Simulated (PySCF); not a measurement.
C2H6CdS, SMILES [CH3][Cd][S]C. Atoms are numbered in the order given.

```xyz
10

Cd    -0.3938     0.2911     0.2741
C     -1.9871     1.6237     0.6249
H     -2.4397     1.4184     1.6071
H     -2.7605     1.5050    -0.1490
H     -1.6280     2.6637     0.6117
S      1.3920    -1.2145    -0.0622
C      1.6810    -1.0974    -1.8732
H      0.8058    -1.4168    -2.4575
H      2.5103    -1.7828    -2.1008
H      1.9810    -0.0861    -2.1839
```

Geometry optimised at r2SCAN-D4/def2-SVP. A frequency run showed that this geometry is not a minimum. The def2 effective core potentials stand for the cores of Cd; spin–orbit coupling is left out. The values are those of a single conformer.

The numbers are results of r2SCAN-D4/def2-SVP in PySCF, not measurements.

Frequencies are harmonic and unscaled.

| mode | ν (cm⁻¹) | IR (km/mol) | Raman (Å⁴/amu) | depolarisation | moving atoms (share of kinetic energy) |
|---|---|---|---|---|---|
| 1 | 30i | 0.2 | 0.1 | 0.75 | H 94 % |
| 2 | 84 | 1.3 | 2.4 | 0.63 | C 59 %, H 27 %, Cd 13 % |
| 3 | 95 | 0.7 | 0.0 | – | H 63 %, C 21 %, Cd 11 % |
| 4 | 120 | 2.6 | 0.3 | 0.75 | H 54 %, S 17 %, C 15 %, Cd 15 % |
| 5 | 163 | 1.3 | 2.8 | 0.33 | C 40 %, S 21 %, Cd 20 %, H 19 % |
| 6 | 338 | 21.0 | 26.6 | 0.22 | S 76 %, Cd 13 % |
| 7 | 516 | 31.0 | 27.8 | 0.23 | C 66 %, H 17 %, Cd 16 % |
| 8 | 679 | 34.8 | 0.8 | 0.49 | H 83 %, C 16 % |
| 9 | 685 | 33.3 | 1.2 | 0.73 | H 84 %, C 15 % |
| 10 | 704 | 6.7 | 8.3 | 0.34 | C 59 %, S 31 %, H 10 % |
| 11 | 954 | 6.7 | 4.1 | 0.75 | H 84 %, C 14 % |
| 12 | 965 | 10.5 | 4.1 | 0.45 | H 82 %, C 16 % |
| 13 | 1161 | 3.6 | 34.0 | 0.12 | H 82 %, C 18 % |
| 14 | 1327 | 24.1 | 6.4 | 0.65 | H 87 %, C 13 % |
| 15 | 1427 | 1.1 | 10.3 | 0.75 | H 95 % |
| 16 | 1428 | 0.7 | 9.1 | 0.75 | H 95 % |
| 17 | 1455 | 8.4 | 13.4 | 0.71 | H 95 % |
| 18 | 1455 | 7.1 | 18.4 | 0.75 | H 95 % |
| 19 | 3040 | 40.9 | 135.2 | 0.05 | H 98 % |
| 20 | 3042 | 11.5 | 198.9 | 0.01 | H 98 % |
| 21 | 3149 | 7.0 | 61.6 | 0.75 | H 90 %, C 10 % |
| 22 | 3153 | 2.1 | 135.8 | 0.63 | H 90 %, C 10 % |
| 23 | 3158 | 3.3 | 120.8 | 0.75 | H 91 %, C 9 % |
| 24 | 3161 | 3.5 | 111.6 | 0.75 | H 91 %, C 9 % |
